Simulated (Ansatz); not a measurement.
C2H7NOSi, SMILES `C/C(O)=N\[SiH3]`, relaxed with RKS PBE-D4/def2-SVP in the Gaussian-basis code of Ansatz from a rough embedded geometry. The force threshold is 0.03 eV/Å; the program also tests the step.

The species carries charge 0 and has multiplicity 1.

Start:

```xyz
12

C     0.241    0.453    1.366
C     0.268    0.865   -0.014
O     0.647    2.134   -0.144
N     0.009    0.204   -1.175
Si   -0.469   -1.450   -1.054
H    -0.834    0.148    1.679
H     0.891   -0.373    1.579
H     0.462    1.271    2.034
H     0.636    2.343   -1.150
H    -1.738   -1.494   -0.287
H     0.579   -2.196   -0.372
H    -0.692   -1.906   -2.462
```

| step | energy (eV) | largest force (eV/Å) | largest move (Å) |
| --- | --- | --- | --- |
| 1 | -13585.0895 | 5.449 | 0.000 |
| 2 | -13585.5200 | 2.373 | 0.097 |
| 3 | -13585.5902 | 0.366 | 0.041 |
| 4 | -13585.5983 | 0.267 | 0.079 |
| 5 | -13585.6042 | 0.096 | 0.050 |
| 6 | -13585.6054 | 0.059 | 0.058 |
| 7 | -13585.6061 | 0.035 | 0.019 |
| 8 | -13585.6061 | 0.041 | 0.019 |
| 9 | -13585.6063 | 0.019 | 0.015 |

End:

```xyz
12

C     0.246    0.517    1.430
C     0.270    0.924   -0.024
O     0.628    2.220   -0.181
N    -0.003    0.207   -1.050
Si   -0.493   -1.468   -1.085
H    -0.789    0.242    1.721
H     0.876   -0.383    1.579
H     0.601    1.328    2.090
H     0.601    2.365   -1.154
H    -1.838   -1.670   -0.423
H     0.501   -2.371   -0.387
H    -0.600   -1.910   -2.515
```

Run time 13 s (4 threads of an Arm Neoverse V1 on a shared host); peak host memory 0.16 GiB.
